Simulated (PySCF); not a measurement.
# What a mistake does to a calculation on BGeH6Si cation

All numbers below are calculated, not measured. They come from PySCF 2.14.0, an open-source quantum chemistry program, on an isolated molecule that a program drew, which may never have been made. The molecule is BGeH6Si cation (charge +1, singlet), drawn as the SMILES string `[SiH3][BH][GeH2+]`.

Each row is a Hartree-Fock (HF) and frozen-core CCSD(T) single point in the cc-pV(D+d)Z basis, meant for a local HF minimum. Run 1 is clean. Each other run has one planted mistake out of seven kinds, and not every kind appears here: one electron removed, one electron added, multiplicity raised by two, geometry at a saddle point, minimal basis STO-3G, one bond length entered in bohr, all coordinates scaled. The reference is restricted for singlets and unrestricted otherwise, and also for a bond in bohr. Adding or removing an electron swaps singlet and doublet. Electrons count all cores. HOMO and LUMO are orbital energies over both spins, the gradient is its largest component, and the lowest frequency (negative if imaginary) is given only where the gradient is small. Bond lengths are over the 8 bonds as drawn. T1 is the CCSD diagnostic: over 0.02 (restricted) or 0.045 (unrestricted) a single reference is doubtful. Germanium has the cc-pVDZ-PP basis, with a core potential (ECP10MDF) in place of its 10 inner electrons, and its 3s, 3p and 3d shells are frozen in CCSD(T).

Geometry of the clean run:
```xyz
9
BGeH6Si cation, angstrom
Si    0.9419    1.0260    1.7272
B     1.2035   -0.4570    0.3130
Ge    1.8661   -0.1057   -1.6119
H    -0.4862    0.9618    2.0904
H     1.8356    0.6574    2.8412
H     1.2967    2.3433    1.1637
H     0.9796   -1.6072    0.5438
H     3.3346   -0.0821   -1.9996
H     0.9382    0.2269   -2.7676
```

```
run  electrons  basis functions  <S^2>  HOMO (eV)  LUMO (eV)  gradient (hartree/bohr)  lowest frequency (cm^-1)  mean bond (Å)  longest bond (Å)      T1  HF (hartree)  CCSD(T) (hartree)             mistake
  1         56               90  0.000     -15.96      -5.52                  1.9e-05                        41         1.5987             2.066  0.0164    -610.17320         -610.49389            no fault
  2         57               90  0.767      -7.03       0.77                  1.6e-02                         -         1.5987             2.066  0.0139    -610.40341         -610.73836  one electron added
  3         56               90  2.027     -12.66      -8.09                  5.3e-02                         -         1.5987             2.066  0.0227    -610.05970         -610.37274                   ?
  4         56               90  0.000     -15.57      -5.51                  2.8e-02                         -         1.6899             2.184  0.0166    -610.15374         -610.47867                   ?
```

**Which mistake was planted in run 3, and what did it cost?**

Electrons, basis and geometry are unchanged, and <S^2> is 2.027, beside S(S+1) = 2.00 for a multiplicity of 3. So the mistake is: multiplicity raised by two. Subtracting run 1 and multiplying by 627.51 kcal/mol a hartree, the energy moved by 71.2 kcal/mol in HF and 76.0 kcal/mol in CCSD(T).

**Which mistake was planted in run 4, and what did it cost?**

The mean and the longest bond both change by the same factor, 1.057, and the gradient is no longer small. So the mistake is: all coordinates scaled. Subtracting run 1 and multiplying by 627.51 kcal/mol a hartree, the energy moved by 12.2 kcal/mol in HF and 9.6 kcal/mol in CCSD(T).

